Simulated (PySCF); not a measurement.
Species: C6H11FO2Si.
Numbering: `[CH3:1][C:2](=[O:3])[O:4][Si@@H:5]([F:6])[CH:7]1[CH2:8][CH2:9][CH2:10]1` (hydrogens: H11, H12, H13 on C1; H14 on Si5; H15 on C7; H16, H17 on C8; H18, H19 on C9; H20, H21 on C10)

The same species was optimised twice, with GFN2-xTB and with PBE0-D3(BJ)/def2-SVP (PySCF), and the same property calculations (PySCF, gas phase) were run on both structures.

| coordinate | GFN2-xTB | PBE0-D3(BJ)/def2-SVP | change |
| --- | --- | --- | --- |
| O4–Si5 (Å) | 1.654 | 1.716 | +0.062 |
| Si5–C7 (Å) | 1.889 | 1.851 | -0.038 |
| Si5–F6 (Å) | 1.607 | 1.625 | +0.018 |
| C2=O3 (Å) | 1.200 | 1.209 | +0.009 |
| C7–C8 (Å) | 1.544 | 1.553 | +0.009 |
| C9–C10 (Å) | 1.534 | 1.539 | +0.005 |
| C8–C9 (Å) | 1.534 | 1.539 | +0.005 |
| C1–C2 (Å) | 1.501 | 1.496 | -0.005 |
| C2–O4 (Å) | 1.331 | 1.335 | +0.004 |
| C7–C10 (Å) | 1.550 | 1.554 | +0.004 |
| C2–O4–Si5 (°) | 124.7 | 115.0 | -9.7 |
| O4–Si5–F6 (°) | 97.7 | 101.1 | +3.4 |
| F6–Si5–C7 (°) | 109.6 | 107.0 | -2.6 |
| O4–Si5–C7 (°) | 112.5 | 111.3 | -1.2 |
| C1–C2–O4 (°) | 112.3 | 113.5 | +1.2 |
| O3–C2–O4 (°) | 122.3 | 121.1 | -1.2 |
| Si5–C7–C10 (°) | 117.7 | 116.6 | -1.1 |
| C7–C8–C9 (°) | 89.6 | 88.6 | -1.0 |
| C1–C2–O4–Si5 (°) | 179 | 180 | +1 |
| C2–O4–Si5–F6 (°) | -178 | 179 | -3 |
| O4–Si5–C7–C8 (°) | -166 | -150 | +16 |

Rotational constants: A = 1965, B = 677.9, C = 599.1 MHz (GFN2-xTB) against A = 1886, B = 728.1, C = 624.0 MHz (PBE0-D3(BJ)/def2-SVP). Point groups within 0.08 Å: C1 and C1. Atoms that the bonding makes alike are paired by their places after alignment.

On the GFN2-xTB structure: HOMO (eV) -8.12 [PBE0/pcSseg-1]; LUMO (eV) 0.02 [PBE0/pcSseg-1]; dipole (D) 1.01 [PBE0/pcSseg-1]; GIAO shielding of C1 (ppm) 162.8 [PBE0/pcSseg-1]; GIAO shielding of C2 (ppm) 10.7 [PBE0/pcSseg-1]; GIAO shielding of O3 (ppm) -139.1 [PBE0/pcSseg-1]; GIAO shielding of O4 (ppm) 113.1 [PBE0/pcSseg-1]; GIAO shielding of Si5 (ppm) 359.2 [PBE0/pcSseg-1]; GIAO shielding of F6 (ppm) 367.7 [PBE0/pcSseg-1]; GIAO shielding of C7 (ppm) 165.6 [PBE0/pcSseg-1]; GIAO shielding of C8 (ppm) 166.6 [PBE0/pcSseg-1].

Problem. What do these properties become on the PBE0-D3(BJ)/def2-SVP structure?

Solution. 
```
                                    property          level  on GFN2-xTB  on PBE0-D3(BJ)/def2-SVP  change
                                   HOMO (eV)  PBE0/pcSseg-1        -8.12                    -8.15   -0.03
                                   LUMO (eV)  PBE0/pcSseg-1         0.02                    -0.09   -0.11
                                  dipole (D)  PBE0/pcSseg-1         1.01                     1.39   +0.38
energy, GFN2-xTB geometry as zero (kcal/mol)  PBE0/pcSseg-1          0.0                     -2.7    -2.7
                  GIAO shielding of C1 (ppm)  PBE0/pcSseg-1        162.8                    162.1    -0.7
                  GIAO shielding of C2 (ppm)  PBE0/pcSseg-1         10.7                      5.3    -5.4
                  GIAO shielding of O3 (ppm)  PBE0/pcSseg-1       -139.1                   -137.6    +1.5
                  GIAO shielding of O4 (ppm)  PBE0/pcSseg-1        113.1                     99.8   -13.3
                 GIAO shielding of Si5 (ppm)  PBE0/pcSseg-1        359.2                    355.6    -3.6
                  GIAO shielding of F6 (ppm)  PBE0/pcSseg-1        367.7                    365.6    -2.1
                  GIAO shielding of C7 (ppm)  PBE0/pcSseg-1        165.6                    162.5    -3.1
                  GIAO shielding of C8 (ppm)  PBE0/pcSseg-1        166.6                    161.9    -4.7
```

The heavy atoms differ by 0.184 Å rms after alignment. Among bonds between heavy atoms O4–Si5 changes most (+0.062 Å). Changes are differences of the printed values. Neither structure is proved a minimum here.

Shape of the structure used: `[CH3:1][C:2](=[O:3])[O:4][Si@@H:5]([F:6])[CH:7]1[CH2:8][CH2:9][CH2:10]1`: C1–C2–O4–Si5 180°, C2–O4–Si5–F6 179°, O4–Si5–C7–C8 -150°.
